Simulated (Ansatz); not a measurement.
Total energies of `C[P+](C)(C)[Ag-][OH]`.

```xyz
16

C    -0.928   -0.089   -1.531
P     0.056   -0.013   -0.002
C     0.976   -1.583   -0.032
C     1.337    1.215   -0.404
Ag   -1.151    0.394    1.905
O    -2.110    0.727    3.615
H    -1.676   -0.879   -1.442
H    -0.296   -0.286   -2.400
H    -1.452    0.858   -1.673
H     1.683   -1.604    0.799
H     1.519   -1.708   -0.972
H     0.280   -2.413    0.097
H     2.055    1.273    0.416
H     1.862    0.955   -1.327
H     0.875    2.197   -0.516
H    -3.030    0.955    3.467
```

Charge 0, multiplicity 1. Correlated methods include outer-core shells of Ag, which these sets cover unevenly. Ag: def2 effective core potential. The geometry is a stationary point of PBE0-D4/def2-TZVP. It is one conformer, not always the lowest. Basis def2-TZVPP, Ansatz 0.2.0.

RPA on PBE orbitals: Hartree–Fock energy of these orbitals -681.16467 Eh, correlation -2.50511 Eh (frozen core).

```tsv
functional	energy without D4 (Eh)	D4 term (kJ/mol)
LDA (SPW92)	-680.84891	–
PBE	-683.65030	-40.5
revPBE	-683.97721	-116.7
BLYP	-683.91987	-87.5
r2SCAN	-683.96407	-10.4
B97M-V	-683.93163	–
PBE0	-683.67890	-34.7
B3LYP	-684.12683	-65.2
r2SCANh	-683.93419	-11.1
r2SCAN0	-683.89155	-12.2
HSE06 (plane-wave form)	-683.65956	-32.5
BHLYP	-683.81618	-51.3
CAM-B3LYP	-683.92186	-35.5
LC-ωPBE	-683.85487	–
ωB97X-V	-683.90455	–
ωB97M-V	-683.85278	–
B2PLYP	-683.66903	–
PBE-QIDH	-683.51590	–
```

B3LYP takes the VWN-RPA correlation (the form of Gaussian; ORCA's B3LYP/G). HSE06 is the plane-wave form, built on full-range PBE exchange. The double hybrids freeze the cores in their second-order part.

LC-ωPBE has ω = 0.4 bohr⁻¹.
